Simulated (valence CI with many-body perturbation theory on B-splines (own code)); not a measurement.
# Run record, Rh⁵⁺

Calculated by valence CI with perturbative core correlation (CI+MBPT): four valence electrons over a frozen Dirac-Fock core [Kr], a basis of 6 s, 6 p, 5 d, 5 f, 1 g functions for each j, with the one-electron correlation potential Σ1 (screened to all orders), the two-electron term Σ2, the three-electron term Σ3, Breit, model QED; selected single and double excitations, second order for the rest, scaled by the run's own slope (own B-spline code, finite nucleus).

Command, and the settings that its task file holds:

```sh
python run_cv.py task.json out
```

```
atom Rh  Z=45  mass_number=103  rms_radius_fm=4.4945
core [Kr]
valence 4d4
avg = 1
basis = S
breit = 1
cap = 10000
capref = 1200
cscale = 1
de = 0.0
dress = 0
ecut = 4.5
eps = 2e-08
extrap = 1
h = 0.27
hh = 1
l2 = 3
lcore = 6
maxit = 60
n2 = 5
natural = 1
nlev = 21
nno = [3, 3, 3, 3, 1]
nroot = 26
nsp = [3, 3, 2, 2, 0]
pt2 = 1
qed = 1
rpa = 1
s1 = 1
s2 = 1
s3 = 1
screen = 1
tol = 2e-05
whole = 1
```

It took 30 s on 1 thread of Arm Neoverse V1, with other jobs on the host.

Log. The first blocks belong to the next ion, which gives the ionisation energy. Fields: 2J, parity (1 odd), roots, reference size, generating configurations, candidates as configurations/state functions, variational space P, stored matrix elements, Davidson steps; e2 is the range of second-order energies in hartree. The first line gives the box (bohr), its intervals, the orbitals and the steps of their self-consistent field. Window is the range of levels sought, series limit the energy at which the first omitted orbital would enter, core excitation an estimate of the first excitation out of the core, left out the lowest levels not solved, and shifts from estimates the range by which levels moved from their first estimate, all in cm⁻¹.

```
rmax 14.5 intervals 63 orbitals 40 references ['4d4', '4d3 5s', '4d3 5p'] scf 6 t 1.1
2J=3 par=0 roots 2 ref 28 generators 6 cand 364/961 P 381/989 nnz 0 it 0
2J=3 par=0 roots 2 ref 28 generators 17 cand 706/1811 P 1087/2800 nnz 1.4e+06 it 6
   second order: generators 45 cand 3411/7283 e2 -0.00002 -0.00001
2J=5 par=0 roots 2 ref 30 generators 6 cand 296/963 P 312/993 nnz 0 it 0
2J=5 par=0 roots 2 ref 30 generators 18 cand 644/1943 P 956/2936 nnz 1.6e+06 it 6
   second order: generators 45 cand 3800/9419 e2 -0.00002 -0.00001
2J=7 par=0 roots 2 ref 22 generators 5 cand 329/978 P 341/1000 nnz 0 it 0
2J=7 par=0 roots 2 ref 22 generators 15 cand 702/2090 P 1043/3090 nnz 1.7e+06 it 6
   second order: generators 35 cand 3375/8523 e2 -0.00002 -0.00001
reference levels 556, estimated 25, window 34292 1/cm; series limit 465549, core excitation 361249
2J=0 par=0 roots 3 ref 17 generators 5 cand 431/1280 P 1455/3110 nnz 1.2e+06 it 4
2J=0 par=0 roots 3 ref 17 generators 20 cand 1158/3558 P 2613/6668 nnz 3.4e+06 it 5
   second order: generators 75 cand 18260/40626 e2 -0.00009 -0.00003
2J=2 par=0 roots 3 ref 36 generators 3 cand 247/1002 P 786/3528 nnz 2.8e+06 it 5
2J=2 par=0 roots 3 ref 36 generators 17 cand 869/5924 P 1655/9452 nnz 1.1e+07 it 8
   second order: generators 71 cand 19087/116852 e2 -0.00013 -0.00005
2J=4 par=0 roots 5 ref 51 generators 4 cand 188/1000 P 524/3504 nnz 2.9e+06 it 5
2J=4 par=0 roots 5 ref 51 generators 27 cand 865/6417 P 1389/9921 nnz 1.5e+07 it 8
   second order: generators 80 cand 17495/163776 e2 -0.00027 -0.00007
2J=6 par=0 roots 5 ref 49 generators 3 cand 161/984 P 463/3503 nnz 3e+06 it 5
2J=6 par=0 roots 5 ref 49 generators 19 cand 805/6460 P 1268/9963 nnz 1.7e+07 it 8
   second order: generators 64 cand 17504/190312 e2 -0.00028 -0.00008
2J=8 par=0 roots 5 ref 42 generators 4 cand 170/951 P 488/3475 nnz 3e+06 it 5
2J=8 par=0 roots 5 ref 42 generators 21 cand 810/6463 P 1298/9938 nnz 1.6e+07 it 9
   second order: generators 79 cand 21020/215125 e2 -0.00018 -0.00008
2J=10 par=0 roots 2 ref 25 generators 2 cand 203/978 P 621/3494 nnz 3e+06 it 4
2J=10 par=0 roots 2 ref 25 generators 15 cand 618/5715 P 1239/9209 nnz 1.3e+07 it 6
   second order: generators 64 cand 17785/165339 e2 -0.00013 -0.00011
2J=12 par=0 roots 2 ref 14 generators 2 cand 240/944 P 815/3409 nnz 2.9e+06 it 4
2J=12 par=0 roots 2 ref 14 generators 11 cand 326/3343 P 1141/6752 nnz 7.5e+06 it 5
   second order: generators 42 cand 13465/107189 e2 -0.00013 -0.00011
left out: unestimated 51970, estimated none, shifts from estimates -54 to 0
operators 3.0
```

The Davidson iterations converged. The settings are bad on purpose, so the numbers may not be properties of the ion.

No measured spectrum was set against this ion. As an estimate, terms of the open shell hold to 2 to 4 % of their energy, and close levels can change places; different configurations can be misplaced against each other by 1,000 to 8,000 cm⁻¹. Only levels of the ground parity were solved; by the run's estimate the other parity begins above the list, which can be wrong where configurations are misplaced.

```
Valence energy                            : -15.7295 hartree
Ionisation energy                         : 79.411 eV (NIST: 80 ± 2 eV (theoretical))
Reference configurations for the orbitals : 4d4, 4d3 5s, 4d3 5p
Radial orbitals                           : 40
Box radius                                : 14.52 bohr
Largest variational space                 : 9963
Lowest levels                             : 4d4 5D_0 0.0, 4d4 5D_1 687, 4d4 5D_2 1788, 4d4 5D_3 3120, 4d4 5D_4 4591, 4d4 3P_0 18888, 4d4 3H_4 19306, 4d4 3H_5 20901, 4d4 3P_1 22104, 4d4 3H_6 22129, 4d4 3G_3 22542, 4d4 3F_2 23235, 4d4 3F_4 23751, 4d4 3P_2 26153 cm⁻¹
```

Names give the largest LS component (configuration and term), which can be under half, so a name can repeat, a term be missing and a line seem to break the LS rules; names also repeat where a configuration has a term twice.
